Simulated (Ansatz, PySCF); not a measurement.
Molecule: dialuminium oxide, Al2O, net charge 0, singlet state. SMILES: [Al][O][Al]
Geometry from a B3LYP-D3(BJ)/def2-TZVP (Ansatz, a first-principles code) optimisation:
```
O
Al 1 1.7104
Al 1 1.7104 2 180.00
```

Wanted: atomisation energy, in kcal/mol. Set-up: valence correlation only; no dispersion term unless named; non-relativistic; UHF or UKS for open shells; 6-31G* and kin with 6d, 5d where marked; no spin-orbit coupling; atomisation electronic, to ground-state atoms; LANL2DZ with its own core potentials from Na on; 6-311+G** with 5d, 6d on Na to Ar in Ansatz. CBS marks a two-point X^-3 extrapolation of the correlation energy; Hartree-Fock from the larger set. Ab initio and DFT rows: single points at B3LYP-D3(BJ) geometries (Ansatz).

Coupled cluster (Ansatz) is a level with limits of its own, used here on species with T1 under 0.025 (0.045 for open shells) and stable references: CCSD(T)/CBS(aug-cc-pV(T+d)Z,aug-cc-pV(Q+d)Z).

Value to compare with, CCSD(T)/CBS(aug-cc-pV(T+d)Z,aug-cc-pV(Q+d)Z) (Ansatz): 255.5 kcal/mol.

| level | program | atomisation energy (kcal/mol) | difference |
|---|---|---|---|
| HF/6-311+G** | Ansatz | 172.6 | -82.9 |
| PBE/LANL2DZ | Ansatz | 232.8 | -22.7 |
| BLYP/6-31G* | Ansatz | 244.1 | -11.4 |
| BP86/6-31G* (5d) | PySCF | 246.7 | -8.8 |
| B3LYP/6-31G* | Ansatz | 240.0 | -15.5 |
| B3LYP/cc-pVDZ | Ansatz | 235.4 | -20.1 |
| B3LYP/6-311+G** | Ansatz | 241.1 | -14.4 |
| MP2/STO-3G | Ansatz | 257.2 | 1.7 |
| MP2/6-31G* | Ansatz | 242.8 | -12.7 |
| PBE/def2-TZVPD | Ansatz | 252.8 | -2.7 |
| M06-2X/def2-TZVPD | PySCF | 258.6 | 3.1 |

Among the 9 habitual levels, HF/6-311+G** lies farthest from CCSD(T)/CBS(aug-cc-pV(T+d)Z,aug-cc-pV(Q+d)Z) (Ansatz) (-82.9 kcal/mol) and MP2/STO-3G nearest (1.7); 1 of 9 lie above it, and their mean absolute difference is 21.1 kcal/mol, the median 14.4. One case shows no general order.

The levels are drawn from those run, B3LYP/6-31G* more often than the rest, none by its result; left out are runs that failed, that the program found above a lower state of the same kind, or whose <S^2> lies over 0.5 above the pure value.
